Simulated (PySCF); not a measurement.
## C₆ coefficients of unlike pairs at M06-2X

Calculated with PySCF 2.14 from the dipole response of each species, C₆(A,B) = (3/π) ∫ α_A(iu) α_B(iu) du, in atomic units, from isotropic polarisabilities. For ions this is the dispersion term alone; charge-induced terms of lower order in 1/R come first.

| species | configuration | basis | relativity | α (bohr³) | C₆ (like pair) |
| --- | --- | --- | --- | --- | --- |
| Ta | [Xe] 4f14 5d3 6s2 (4F) | aug-cc-pVTZ-PP with one added diffuse shell each of s, p, d, f, g type with ECP60MDF (7s7p6d4f3g) | core potential | 99.92 | 1239 |
| I | [Kr] 4d10 5s2 5p5 (2P) | aug-cc-pwCVTZ-DK3 (10s9p7d4f1g) | spin-free X2C | 31.96 | 339.6 |
| Ir³⁺ | [Xe] 4f14 5d6 (5D) | aug-cc-pVTZ-PP with one added diffuse shell each of s, p, d, f, g type with ECP60MDF (7s7p6d4f3g) | core potential | 6.727 | 37.06 |
| In³⁺ | [Kr] 4d10 (1S) | aug-cc-pwCVTZ-DK3 (10s9p7d4f1g) | spin-free X2C | 3.332 | 14.46 |

Estimate C₆ for I with Ta.

The integral gives 603.4. The combination rule 2 C_A C_B / (C_A α_B/α_A + C_B α_A/α_B) gives 577.2 and the geometric mean 648.7.

No spin-orbit coupling is included.

The other pairs:

```csv
pair,C₆
"In³⁺, I",58.66
"In³⁺, Ir³⁺",22.70
"Ir³⁺, I",103.1
"Ir³⁺, Ta",162.3
"In³⁺, Ta",88.17
```
